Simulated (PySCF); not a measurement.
**Dipole moment and polarisability of ZnBr2(H2O)2**

Compound: ZnBr2(H2O)2 (singlet state).
Structure used (PBE0-D3(BJ)/def2-SVP), in Å, numbered top down from 1:
```
atom  x, y, z in Å
Zn1    0.469    0.051    0.383
Br2    0.121    0.265    2.651
Br3    2.122    0.031   -1.266
O4    -0.652    1.608   -0.485
H5    -0.075    1.955   -1.182
H6    -0.799    2.326    0.145
O7    -0.419   -1.776   -0.147
H8    -0.529   -2.367    0.610
H9     0.192   -2.209   -0.760
```

Level: CAM-B3LYP/def2-SVPD (PySCF), static field, nuclei fixed, core orbitals frozen in the response. The polarisability tensor in these axes (au):

```
x    78.84  -0.97 -10.79
y    -0.97  78.68   0.90
z   -10.79   0.90  95.43
```

**Question.** Give the principal values, the mean and the anisotropy Δα = √{½[(α1 − α2)² + (α2 − α3)² + (α1 − α3)²]}.

**Answer.** Principal values 73.48, 78.66 and 100.82 au; mean 84.32 au = 12.49 Å³ = 13.90 × 10⁻⁴⁰ C²·m²/J; Δα = 25.16 au (30 % of the mean).

**Question.** What is the dipole moment, and where does it point?

**Answer.** (-2.79, -0.57, -1.96) D, 3.46 D in size, pointing from the negative to the positive side. Measured along this direction, the outermost atoms are Br2 at the negative end and O7 and H9 at the positive end.

**Question.** Give the eigenvalues of the traceless quadrupole moment Θ = ½Σq(3rr − r²1), origin at the centre of nuclear charge.

**Answer.** -20.82, -5.76, 26.59 D·Å. The values depend on the origin, since the dipole doesn't vanish. The electronic extent ⟨r²⟩ about the same centre is 1812 bohr², a root-mean-square distance of 2.06 Å for the 120 electrons.

**Question.** Directions of the eigenvectors, and the extent of the frame along each?

**Answer.** Largest value along (-0.44, 0.06, 0.90), where the nuclei span 4.40 Å; middle along (-0.06, 0.99, -0.09), 4.72 Å; least along (0.90, 0.09, 0.44), 2.00 Å. The strongest response doesn't lie along the longest of the three spans.

**Question.** What depolarisation ratio follows for Rayleigh scattering of linearly polarised light, taking the static tensor?

**Answer.** ρ = 3Δα²/(45ᾱ² + 4Δα²) = 1898.7/(319930 + 2531.5) = 0.00589.

**Question.** Find the Langevin capture rate constant for NO+ (29.998 u) meeting this molecule (257.787 u), k = 2.342 × 10⁻⁹ cm³/s × √(α in Å³ / reduced mass in u).

**Answer.** The reduced mass is 26.87 u, so k = 1.60 × 10⁻⁹ cm³/s. The formula leaves out the permanent dipole, which adds to the capture rate.

Geometry: PBE0-D3(BJ)/def2-SVP; no solvent, vibrations or thermal averaging. The calculation is non-relativistic, for bromine too.

The run behind these numbers computed excited states as well. Hardware: one thread of an Arm Neoverse V1, no GPU, shared host with 32 logical CPUs at a one-minute load of 30. Cost: 82 s (grids of density and orbitals included), 0.90 GiB resident at most.
